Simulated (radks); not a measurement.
Ionisation of the boron ion B3+, [He], to 1s1 as the strength of local exchange is varied. Method: scalar-relativistic Kohn-Sham, Slater X-alpha exchange (alpha = 2/3 is LDA exchange), no correlation, spin-polarised, spherical densities, point nucleus; computed with a radial shooting solver on a logarithmic mesh with Libxc functionals.

alpha  E(B3+) (hartree)  exchange (hartree)  IE (eV)  -e of the level emptied (eV)  <r> of it (bohr)
0.622         -21.42216            -2.28946   251.10                   224.16 (1s)            0.3306
0.667         -21.58816            -2.46582   253.18                   226.87 (1s)            0.3290
0.711         -21.75117            -2.63966   255.23                   229.54 (1s)            0.3275
0.788         -22.03810            -2.94720   258.84                   234.25 (1s)            0.3249
0.873         -22.35731            -3.29161   262.86                   239.50 (1s)            0.3221
1.001         -22.84285            -3.81998   268.97                   247.52 (1s)            0.3179
1.005         -22.85812            -3.83668   269.16                   247.77 (1s)            0.3178

NIST Atomic Spectra Database: 259.37 eV (theoretical). The Delta-SCF value meets it near alpha = 0.80.
